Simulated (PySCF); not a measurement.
F4Sn, SMILES [F][Sn-]([F])([F])[F] (connectivity only; charge and spin as stated), charge -1, multiplicity 2.

The structure is a stationary point at B3LYP-D3(BJ)/def2-SVPD. The geometry has at least one imaginary mode, so it is a saddle point at that level. The def2 effective core potentials stand for the cores of Sn; spin–orbit coupling is left out.

Two levels are set side by side: PBE/def2-SVPD (PySCF) and B3LYP/def2-SVPD (PySCF). Same geometry, gas phase. Differences are taken from unrounded values.

```csv
quantity,B3LYP,PBE,PBE minus B3LYP
α-spin orbital gap (eV),5.79,4.35,-1.44
β-spin orbital gap (eV),6.20,3.93,-2.27
mean polarisability (bohr³),56.0,60.0,4.0
```

Loosely held outer electrons make PBE densities more polarisable. Differences between two approximate levels are no errors against the true value.

Rough cost on one machine, each run with all the roots and properties that it gave: B3LYP against PBE within a factor of 2.
